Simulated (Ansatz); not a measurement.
## Molecular dynamics of AlCl$_{2}$F$_{2}$H$_{4}$O$_{2}$Ta

Input file:

```yaml
crystal:
  periodic: [false, false, false]
  atoms:
    - { symbol: Ta, position_ang: [-0.022019, 0.576627, 0.101389] }
    - { symbol: F, position_ang: [1.775686, -0.654593, 0.294819] }
    - { symbol: F, position_ang: [0.19302, 0.836696, 1.921901] }
    - { symbol: Cl, position_ang: [-0.032163, 0.345495, -2.51299] }
    - { symbol: Cl, position_ang: [-1.633408, 2.216012, -0.06083] }
    - { symbol: O, position_ang: [-0.936276, -1.026163, 0.120428] }
    - { symbol: H, position_ang: [-0.969644, -1.93556, -0.138002] }
    - { symbol: O, position_ang: [1.64115, 1.392625, -0.494711] }
    - { symbol: Al, position_ang: [1.894696, 1.784911, -2.269539] }
    - { symbol: H, position_ang: [3.136955, 1.014704, -2.846263] }
    - { symbol: H, position_ang: [1.447979, 3.237289, -2.658538] }
    - { symbol: H, position_ang: [2.132526, 0.319157, -0.086864] }
basis:
  gaussian: { orbitals: def2-SVP }
hamiltonian:
  xc: hf
md:
  timestep: 0.5
  n_steps: 200
  ensemble: nve
  temperature: 300.0
  initial_velocities: maxwell_boltzmann
  seed: 9276
```

Command:

```bash
$ ansatz run input.yaml --threads 4 --pin off --max-ram 5120MiB --backend cpu --events-out ev --progress --plain --runs-dir out
```

It starts at the highest image of a converged band. Of that band: Neighbouring images differ by up to 1.2 eV, so the band resolves the path poorly. A vibrational analysis at the climbing image gives one clearly imaginary mode, 1398i cm⁻¹: a first-order saddle point.

Output, in part (one step line in 7, the closing report, with atoms numbered from 0):

```
md step     0: t =     0.00 fs  T =   300.0 K  F+E_penalty+E_count = -42665.64761049 eV  E_kin = 0.387780 eV  conserved = -42665.25983049 eV  (39 SCF iters)
md step     7: t =     3.50 fs  T =   252.0 K  F+E_penalty+E_count = -42665.58500421 eV  E_kin = 0.325703 eV  conserved = -42665.25930107 eV  (42 SCF iters)
md step    14: t =     7.00 fs  T =   300.5 K  F+E_penalty+E_count = -42665.64833918 eV  E_kin = 0.388433 eV  conserved = -42665.25990575 eV  (41 SCF iters)
md step    21: t =    10.50 fs  T =   270.5 K  F+E_penalty+E_count = -42665.60823465 eV  E_kin = 0.349632 eV  conserved = -42665.25860230 eV  (42 SCF iters)
md step    28: t =    14.00 fs  T =   340.7 K  F+E_penalty+E_count = -42665.69991616 eV  E_kin = 0.440409 eV  conserved = -42665.25950709 eV  (42 SCF iters)
md step    35: t =    17.50 fs  T =   453.3 K  F+E_penalty+E_count = -42665.84793495 eV  E_kin = 0.585875 eV  conserved = -42665.26205960 eV  (42 SCF iters)
md step    42: t =    21.00 fs  T =   489.8 K  F+E_penalty+E_count = -42665.89534443 eV  E_kin = 0.633080 eV  conserved = -42665.26226420 eV  (42 SCF iters)
md step    49: t =    24.50 fs  T =   498.7 K  F+E_penalty+E_count = -42665.90499404 eV  E_kin = 0.644664 eV  conserved = -42665.26032981 eV  (42 SCF iters)
md step    56: t =    28.00 fs  T =   473.8 K  F+E_penalty+E_count = -42665.87266363 eV  E_kin = 0.612450 eV  conserved = -42665.26021333 eV  (41 SCF iters)
md step    63: t =    31.50 fs  T =   447.7 K  F+E_penalty+E_count = -42665.83735110 eV  E_kin = 0.578679 eV  conserved = -42665.25867227 eV  (41 SCF iters)
md step    70: t =    35.00 fs  T =   435.9 K  F+E_penalty+E_count = -42665.82090452 eV  E_kin = 0.563477 eV  conserved = -42665.25742712 eV  (41 SCF iters)
md step    77: t =    38.50 fs  T =   425.7 K  F+E_penalty+E_count = -42665.80883493 eV  E_kin = 0.550308 eV  conserved = -42665.25852672 eV  (42 SCF iters)
md step    84: t =    42.00 fs  T =   419.7 K  F+E_penalty+E_count = -42665.80205826 eV  E_kin = 0.542550 eV  conserved = -42665.25950806 eV  (42 SCF iters)
md step    91: t =    45.50 fs  T =   386.3 K  F+E_penalty+E_count = -42665.75878541 eV  E_kin = 0.499278 eV  conserved = -42665.25950775 eV  (43 SCF iters)
md step    98: t =    49.00 fs  T =   441.8 K  F+E_penalty+E_count = -42665.83364275 eV  E_kin = 0.571128 eV  conserved = -42665.26251504 eV  (44 SCF iters)
md step   105: t =    52.50 fs  T =   448.7 K  F+E_penalty+E_count = -42665.84149934 eV  E_kin = 0.580013 eV  conserved = -42665.26148676 eV  (43 SCF iters)
md step   112: t =    56.00 fs  T =   482.7 K  F+E_penalty+E_count = -42665.88658531 eV  E_kin = 0.623881 eV  conserved = -42665.26270410 eV  (44 SCF iters)
md step   119: t =    59.50 fs  T =   452.7 K  F+E_penalty+E_count = -42665.84803307 eV  E_kin = 0.585209 eV  conserved = -42665.26282455 eV  (43 SCF iters)
md step   126: t =    63.00 fs  T =   405.3 K  F+E_penalty+E_count = -42665.78474431 eV  E_kin = 0.523843 eV  conserved = -42665.26090106 eV  (44 SCF iters)
md step   133: t =    66.50 fs  T =   409.5 K  F+E_penalty+E_count = -42665.79127249 eV  E_kin = 0.529282 eV  conserved = -42665.26199038 eV  (43 SCF iters)
md step   140: t =    70.00 fs  T =   392.1 K  F+E_penalty+E_count = -42665.76599638 eV  E_kin = 0.506771 eV  conserved = -42665.25922516 eV  (45 SCF iters)
md step   147: t =    73.50 fs  T =   443.2 K  F+E_penalty+E_count = -42665.83217215 eV  E_kin = 0.572931 eV  conserved = -42665.25924071 eV  (45 SCF iters)
md step   154: t =    77.00 fs  T =   437.0 K  F+E_penalty+E_count = -42665.82325335 eV  E_kin = 0.564899 eV  conserved = -42665.25835473 eV  (45 SCF iters)
md step   161: t =    80.50 fs  T =   452.8 K  F+E_penalty+E_count = -42665.84261944 eV  E_kin = 0.585292 eV  conserved = -42665.25732765 eV  (45 SCF iters)
md step   168: t =    84.00 fs  T =   445.5 K  F+E_penalty+E_count = -42665.83412416 eV  E_kin = 0.575795 eV  conserved = -42665.25832943 eV  (45 SCF iters)
md step   175: t =    87.50 fs  T =   455.7 K  F+E_penalty+E_count = -42665.84770672 eV  E_kin = 0.589049 eV  conserved = -42665.25865754 eV  (44 SCF iters)
md step   182: t =    91.00 fs  T =   467.9 K  F+E_penalty+E_count = -42665.86395171 eV  E_kin = 0.604753 eV  conserved = -42665.25919849 eV  (44 SCF iters)
md step   189: t =    94.50 fs  T =   480.1 K  F+E_penalty+E_count = -42665.88205507 eV  E_kin = 0.620540 eV  conserved = -42665.26151467 eV  (43 SCF iters)
md step   196: t =    98.00 fs  T =   474.8 K  F+E_penalty+E_count = -42665.87435235 eV  E_kin = 0.613697 eV  conserved = -42665.26065541 eV  (42 SCF iters)
md step   200: t =   100.00 fs  T =   434.1 K  F+E_penalty+E_count = -42665.82026248 eV  E_kin = 0.561072 eV  conserved = -42665.25919079 eV  (68 SCF iters)
Total energy: -42665.82026248 eV, -1567.9399747145 hartree
Atom 0 at    -0.089510     0.736866     0.050394 Å, force    -0.738965    -0.837260     1.445469 eV/Å
Atom 1 at     2.462905    -1.413534     0.729194 Å, force     2.687053     1.345837    -0.160440 eV/Å
Atom 2 at     0.286103     0.705183     1.880918 Å, force    -0.216989     0.267699    -0.173858 eV/Å
Atom 3 at    -0.099233     0.486412    -2.575804 Å, force    -0.811505    -0.118960    -0.811660 eV/Å
Atom 4 at    -1.942365     2.129049     0.118175 Å, force    -0.172997     0.157454    -0.128710 eV/Å
Atom 5 at    -0.345289    -1.075957    -0.080549 Å, force    -0.318760    -0.631039     0.075496 eV/Å
Atom 6 at     0.024460    -1.880372    -0.410819 Å, force     0.011472    -0.098297     0.026689 eV/Å
Atom 7 at     1.440451     1.397674    -0.501160 Å, force     1.604264     0.917719    -0.215489 eV/Å
Atom 8 at     1.957602     1.382420    -2.257850 Å, force     0.687144     0.026075     0.030783 eV/Å
Atom 9 at     3.089255     0.328358    -2.506132 Å, force     0.063670    -0.252042     0.027784 eV/Å
Atom 10 at     2.068347     2.784288    -2.883993 Å, force    -0.081749     0.529041    -0.187530 eV/Å
Atom 11 at     3.320208    -0.992123     0.703956 Å, force    -2.712639    -1.306226     0.071467 eV/Å
Dipole moment:     0.229662    -0.424389     0.108741 e Å
```

The run went to its last step. The conserved energy stayed within 0.27 meV per atom of its start (net change 0.053 meV per atom), so the integration is sound. The kinetic energy rose, since the run started high on the potential surface and went downhill. It ends in pieces (AlCl2FH3O2Ta + FH), so much of that is their flight and rotation, not heat. A run of 0.1 ps of so small a system gives no equilibrium averages. The orbitals stay closed-shell, which can raise the energy where a bond breaks towards radicals; this wasn't checked here.

Between its relaxed ends the band would form F2–H12 and break O8–H12. These pairs go: F2–H12 1.11 → 0.96 Å, O8–H12 1.25 → 3.27 Å. In the last frame they stand as after the step (other bonds may differ from the relaxed reactants and products). Also parted: Ta1–F2 2.19 → 3.41 Å, Ta1–H12 2.18 → 3.88 Å. It ends as AlCl2FH3O2Ta + FH. Pairs count as bonded within 1.25 times the sum of covalent radii (0.12 Å more for H–H).

Last frame:

```xyz
12
Properties=species:S:1:pos:R:3
Ta -0.089 0.737 0.050
F 2.463 -1.413 0.729
F 0.286 0.705 1.881
Cl -0.099 0.486 -2.576
Cl -1.942 2.129 0.118
O -0.345 -1.076 -0.081
H 0.025 -1.880 -0.411
O 1.440 1.398 -0.501
Al 1.958 1.382 -2.258
H 3.089 0.328 -2.506
H 2.068 2.784 -2.884
H 3.320 -0.992 0.704
```

Run time: 9.3 min on 4 threads of Arm Neoverse V1, on a shared host, peak memory 0.55 GiB.
